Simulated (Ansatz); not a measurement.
V₂N₂. The state is a singlet with charge 0. Geometry relaxed at PBE-D4/def2-SVP.

```xyz
4

V     1.0042    0.2709    0.5972
V    -0.8887    0.5702    0.5689
N    -0.1548   -0.9950   -0.1591
N     0.0393    0.1538   -1.0070
```

The structure comes from a short search, and lower isomers may exist.

(1) Estimate the harmonic wavenumbers at RKS PBE-D4/def2-SVP (Ansatz, unscaled). Is this a minimum?

## Answers

(1) 228, 460, 472, 552, 700, 973 cm⁻¹. Yes, no mode is imaginary beyond noise. Zero-point energy 20.2 kJ/mol. Hardware: 4 threads of Arm Neoverse V1 on a shared host. Wall time 11 s.
